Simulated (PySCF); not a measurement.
**Orbital levels and atomic charges**

System: C25H15N (N-doped PAH), SMILES c1ccc2c(c1)nc1cccc3c4cccc5cccccc(c54)c2c13.

Cartesian coordinates (Å):
```
  1 C    -2.2109   -3.1447   -1.2556
  2 C    -2.5920   -3.1168    0.1518
  3 C    -2.7609   -2.0118    0.8646
  4 C    -2.7462   -0.6313    0.3382
  5 C    -3.9422    0.0742    0.3976
  6 C    -3.9960    1.4071    0.0317
  7 C    -2.8379    2.0682   -0.3201
  8 C    -1.6196    1.3918   -0.3803
  9 C    -0.3655    2.1014   -0.6194
 10 C    -0.2918    3.3837   -1.1108
 11 C     0.9305    4.0746   -1.1598
 12 C     2.0795    3.5153   -0.6841
 13 C     2.0699    2.1893   -0.1838
 14 N     3.2089    1.6519    0.2393
 15 C     3.2085    0.4020    0.6932
 16 C     4.4197   -0.1240    1.2103
 17 C     4.4735   -1.3977    1.6889
 18 C     3.3266   -2.2161    1.6811
 19 C     2.1495   -1.7557    1.1685
 20 C     2.0526   -0.4446    0.6487
 21 C     0.8684    0.0995    0.1188
 22 C    -0.3063   -0.6833   -0.2605
 23 C    -0.1295   -1.7903   -1.0075
 24 C    -1.1193   -2.5587   -1.7452
 25 C    -1.5901    0.0135   -0.0995
 26 C     0.8397    1.4616   -0.2066
 27 H    -2.8212   -3.7673   -1.8984
 28 H    -2.7499   -4.0878    0.6085
 29 H    -3.0478   -2.0853    1.9075
 30 H    -4.8332   -0.4293    0.7434
 31 H    -4.9347    1.9399    0.0664
 32 H    -2.8746    3.1271   -0.5195
 33 H    -1.1776    3.8866   -1.4670
 34 H     0.9422    5.0767   -1.5641
 35 H     3.0170    4.0486   -0.6824
 36 H     5.2798    0.5272    1.2248
 37 H     5.3943   -1.7905    2.0944
 38 H     3.3859   -3.2124    2.0945
 39 H     1.2634   -2.3738    1.1848
 40 H     0.8933   -2.0945   -1.2076
 41 H    -0.8561   -2.7245   -2.7847
```

Method: LC-wPBE/6-31G*, gas phase, PySCF, fitting set def2-universal-JFIT up to Ne and JKFIT beyond, grid level 1.

Problem. Give the orbital energies near the gap.

Solution. 
```csv
orbital,eV
HOMO-4,-9.75
HOMO-3,-9.19
HOMO-2,-9.14
HOMO-1,-8.87
HOMO,-7.60
LUMO,-0.41
LUMO+1,1.13
LUMO+2,1.51
LUMO+3,1.75
```

Problem. Give the partial charges of the non-hydrogen atoms.

Solution. 
```csv
atom,Mulliken,IAO,Hirshfeld
C1,-0.17,-0.14,-0.04
C2,-0.16,-0.14,-0.05
C3,-0.21,-0.15,-0.04
C4,0.03,0.00,0.00
C5,-0.20,-0.15,-0.05
C6,-0.16,-0.14,-0.05
C7,-0.21,-0.14,-0.05
C8,0.07,0.00,0.00
C9,0.08,0.00,0.00
C10,-0.25,-0.15,-0.05
C11,-0.17,-0.14,-0.04
C12,-0.17,-0.15,-0.05
C13,0.17,0.13,0.06
N14,-0.45,-0.30,-0.19
C15,0.18,0.13,0.06
C16,-0.18,-0.15,-0.05
C17,-0.17,-0.14,-0.04
C18,-0.18,-0.15,-0.05
C19,-0.20,-0.15,-0.05
C20,0.02,-0.04,-0.01
C21,0.03,0.04,0.03
C22,0.02,-0.01,0.00
C23,-0.20,-0.13,-0.03
C24,-0.16,-0.15,-0.04
C25,0.00,-0.01,0.00
C26,0.00,-0.04,-0.01
```
